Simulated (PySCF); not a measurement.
## MBe cations for M along the fifth-period p block

CCSD(T) with double-zeta basis sets in PySCF, for the lowest determinant that a PBE0 search found; no spin–orbit coupling. De refers to high-spin ground-configuration atoms (the charge goes to the atom of lower measured ionisation energy or higher electron affinity, which is not always the lowest computed limit).

| M | basis | reference, frozen orbitals | charged atom | state (unpaired electrons) | Re (Å) | ωe (cm⁻¹) | De (eV) |
| --- | --- | --- | --- | --- | --- | --- | --- |
| In | cc-pVDZ/cc-pVDZ-PP | RHF, 4 | In+ | singlet (closed shell) | 3.098 | 174 | 0.35 |
| Sn | x2c-SVPall | UHF, 18 | Sn+ | doublet (π ↑) | 2.678 | 298 | 0.95 |
| Sb | x2c-SVPall | ROHF, 18 | Sb+ | triplet (π ↑↑) | 2.459 | 397 | 1.97 |
| I | x2c-SVPall | RHF, 18 | Be+ | singlet (closed shell) | 2.125 | 704 | 3.09 |

The shortest bond is that of BeI⁺ (2.125 Å), the longest that of BeIn⁺ (3.098 Å). BeI⁺ is bound most strongly (3.09 eV) and BeIn⁺ least (0.35 eV).

The rows differ in basis set, which adds steps of its own.

The state changes along the series, so neighbouring rows are not always alike in their bonding.

Correlated steps freeze the inner cores (4 to 18 orbitals); shallow outer-core shells are correlated. UHF and ROHF references stand side by side, which adds small steps between rows. Weak bonds: BeIn⁺. Basis-set superposition, not corrected here, can be much of De in a small basis, most of all at correlated wavefunction levels. These are scalar-relativistic numbers at best; spin–orbit coupling would shift them, the dissociation energy most. For an ion De counts to the pair picked by the measured ionisation energies or electron affinities, which need not be the lowest pair at this level. Where the molecule has an RHF reference, its open-shell atoms are computed with UHF. States were picked by a PBE0 search and need not be the measured ground states.
